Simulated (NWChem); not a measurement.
System meant: C3H4FNSi; SMILES N#C/C=C\[SiH2]F

Input file for NWChem:

```
start job
memory heap 200 mb stack 900 mb global 1100 mb
geometry units angstroms noautosym nocenter noautoz
  N      1.007326     2.753546     0.000000
  C      0.049481     2.091869     0.000000
  C     -1.125022     1.271570     0.000000
  C     -1.069092    -0.073471     0.000000
  Si     0.498775    -1.110994     0.000000
  F      0.009072    -2.650917     0.000000
  H     -2.071326     1.809838     0.000000
  H     -2.024255    -0.600253     0.000000
  H      1.298337    -0.858078    -1.222223
  H      1.298337    -0.858078     1.222223
end
basis spherical
  N library 6-31g*
  C library 6-31g*
  Si library 6-31g*
  F library 6-31g*
  H library 6-31g*
end
dft
  xc xtpss03 ctpss03
  iterations 150
end
property
  shielding 9 1 2 3 4 5 6 7 8 9
end
task dft property
```

End of the output:

```
 Vector   29  Occ=0.000000D+00  E= 5.597117D-03
              MO Center=  3.0D-01,  5.3D-01,  2.7D-10, r^2= 6.2D+00
   Bfn.  Coefficient  Atom+Function         Bfn.  Coefficient  Atom+Function
  ----- ------------  ---------------      ----- ------------  ---------------
    68      0.659966   5 Si py               22      0.481579   2 C  py
    48      0.380813   4 C  s                80      0.361907   6 F  s
    36      0.353577   3 C  py               18      0.310077   2 C  py
    64      0.298662   5 Si py                7      0.281974   1 N  px
     6     -0.259674   1 N  s                 8     -0.239454   1 N  py

 center of mass
 --------------
 x =   0.01844591 y =  -0.07330319 z =   0.00000000

 moments of inertia (a.u.)
 ------------------
        1264.864309782828         -11.205715618750           0.000000000000
         -11.205715618750         231.963177239127           0.000000000000
           0.000000000000           0.000000000000        1475.322276703130

     Multipole analysis of the density
     ---------------------------------

     L   x y z        total         alpha         beta         nuclear
     -   - - -        -----         -----         ----         -------
     0   0 0 0     -0.000000    -26.000000    -26.000000     52.000000

     1   1 0 0     -1.023000     -0.274410     -0.274410     -0.474179
     1   0 1 0     -0.388177      0.660171      0.660171     -1.708520
     1   0 0 1     -0.000000     -0.000000     -0.000000      0.000000

     2   2 0 0    -28.881441    -80.170431    -80.170431    131.459421
     2   1 1 0     -4.999790     -1.051649     -1.051649     -2.896492
     2   1 0 1      0.000000      0.000000      0.000000      0.000000
     2   0 2 0    -38.219155   -331.039015   -331.039015    623.858874
     2   0 1 1     -0.000000     -0.000000     -0.000000      0.000000
     2   0 0 2    -30.876950    -20.773035    -20.773035     10.669119

          -----------------------------------------
          Chemical Shielding Tensors (GIAO, in ppm)
          -----------------------------------------

 ------------------------------------------------------------------------
  xtpss03: d2 not coded                    0
 ------------------------------------------------------------------------
 ------------------------------------------------------------------------
  current input line :
    29: task dft property
 ------------------------------------------------------------------------
 ------------------------------------------------------------------------
 This error has not yet been assigned to a category
 ------------------------------------------------------------------------
 For more information see the NWChem manual at https://nwchemgit.github.io

0: xtpss03: d2 not coded:Received an Error in Communication
```

Q: Find the fault in this run and fix the input.

A: The program stopped with an error. Cause: this functional's second derivatives, which shieldings need, aren't coded here; the fix takes a hybrid GGA instead. This input runs:
```
start job
memory heap 200 mb stack 900 mb global 1100 mb
geometry units angstroms noautosym nocenter noautoz
  N      1.007326     2.753546     0.000000
  C      0.049481     2.091869     0.000000
  C     -1.125022     1.271570     0.000000
  C     -1.069092    -0.073471     0.000000
  Si     0.498775    -1.110994     0.000000
  F      0.009072    -2.650917     0.000000
  H     -2.071326     1.809838     0.000000
  H     -2.024255    -0.600253     0.000000
  H      1.298337    -0.858078    -1.222223
  H      1.298337    -0.858078     1.222223
end
basis spherical
  N library 6-31g*
  C library 6-31g*
  Si library 6-31g*
  F library 6-31g*
  H library 6-31g*
end
dft
  xc pbe0
  iterations 150
end
property
  shielding 9 1 2 3 4 5 6 7 8 9
end
task dft property
```
It converges to -560.37642 Ha (PBE0/6-31G* (spherical d), GIAO).
